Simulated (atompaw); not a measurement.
P (Z = 15) PAW (atompaw): all-electron and pseudo phase curves

```json
{
  "Element": "phosphorus",
  "Generator": "atompaw 4.2.0.5",
  "Type": "PAW",
  "Functional": "PBE",
  "Relativity": "non-relativistic",
  "Frozen core": "[Ne]",
  "Valence charge": "5",
  "Reference configuration": "3s2 3p1 (charge +2)",
  "Partial waves": "3s (bound); 3s channel at -0.65 Ry; 3p (bound); 3p channel at 1.4 Ry",
  "Local potential": "troulliermartins scheme with l = 2 at 0.5 Ry, radius 1.60 bohr",
  "Core correction": "smooth core density matched at 1.65 bohr",
  "Augmentation charge": "sinc compensation charge, radius 1.90 bohr; PAW radius 2.10 bohr; waves and projectors: bloechl"
}
```

The phase is arctan(r·u′/u) with u = r·R(r), unwrapped; energies in Ry, scanned from -4 to 5 Ry. A pole is an energy at which the radial function vanishes at the test radius. The pseudo phase is shifted by a multiple of π to meet the all-electron one at the reference energy, and phase errors are pseudo minus all-electron; the curves can meet again beyond the range given. Levels narrower than the energy grid can be missing from the lists of poles.

```csv
channel,radius (bohr),reference energy (Ry),"poles, all-electron","poles, pseudo",unbroken range about the reference energy with phases within 0.05 rad,phase error 1 Ry above the reference energy (rad)
s,2.11,-2.49,-0.90,"-0.90, 3.46",below 2.3,-0.000
p,2.11,-1.78,0.12,0.12,below 4.2,-0.000
```

Phases in the p channel:

| E (Ry) | all-electron | pseudo |
| --- | --- | --- |
| -4.00 | 1.179 | 1.179 |
| -3.76 | 1.144 | 1.144 |
| -3.52 | 1.099 | 1.099 |
| -3.28 | 1.039 | 1.038 |
| -3.04 | 0.955 | 0.955 |
| -2.80 | 0.831 | 0.831 |
| -2.56 | 0.638 | 0.637 |
| -2.32 | 0.324 | 0.324 |
| -2.08 | -0.134 | -0.134 |
| -1.84 | -0.606 | -0.606 |
| -1.60 | -0.942 | -0.942 |
| -1.36 | -1.151 | -1.151 |
| -1.12 | -1.284 | -1.284 |
| -0.88 | -1.375 | -1.375 |
| -0.64 | -1.441 | -1.441 |
| -0.40 | -1.491 | -1.491 |
| -0.16 | -1.531 | -1.532 |
| 0.08 | -1.565 | -1.565 |
| 0.32 | -1.594 | -1.595 |
| 0.56 | -1.621 | -1.621 |
| 0.80 | -1.645 | -1.645 |
| 1.04 | -1.668 | -1.668 |
| 1.28 | -1.691 | -1.691 |
| 1.52 | -1.714 | -1.714 |
| 1.76 | -1.738 | -1.738 |
| 2.00 | -1.764 | -1.764 |
| 2.24 | -1.792 | -1.792 |
| 2.48 | -1.823 | -1.824 |
| 2.72 | -1.860 | -1.861 |
| 2.96 | -1.905 | -1.906 |
| 3.20 | -1.960 | -1.963 |
| 3.44 | -2.031 | -2.037 |
| 3.68 | -2.127 | -2.139 |
| 3.92 | -2.263 | -2.285 |
| 4.16 | -2.462 | -2.506 |
| 4.40 | -2.756 | -2.836 |
| 4.64 | -3.144 | -3.259 |
| 4.88 | -3.539 | -3.658 |
